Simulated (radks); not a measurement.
Values are calculated unless marked as measured or tabulated.
Charge is removed step by step from the 1s1/2 level of Ir3+, starting from [Xe] 4f14 5d6. Code: a radial shooting solver on a logarithmic mesh with Libxc functionals. Model: Dirac Kohn-Sham, PBE, spin-unpolarised, spherical densities, point nucleus; open shells fill j = l - 1/2 first.

removed (e),E - E(0) (eV),eigenvalue (eV),E minus straight line (eV)
0,0.000,-76053,0.000
0.25,19050.2,-76349,-110.320
0.5,38174,-76643,-146.797
0.75,57372,-76936,-109.840
1,76642,-77226,0.000

Removing the whole electron costs 76642 eV by Delta-SCF, against 76053 eV from minus the eigenvalue at the starting occupation. Slater's transition state (half an electron removed) gives 76643 eV. Integrating minus the eigenvalue over the occupation (Janak's theorem) gives 76642 eV. The mean slope of the eigenvalue, de/dn, is 1170 eV per electron.
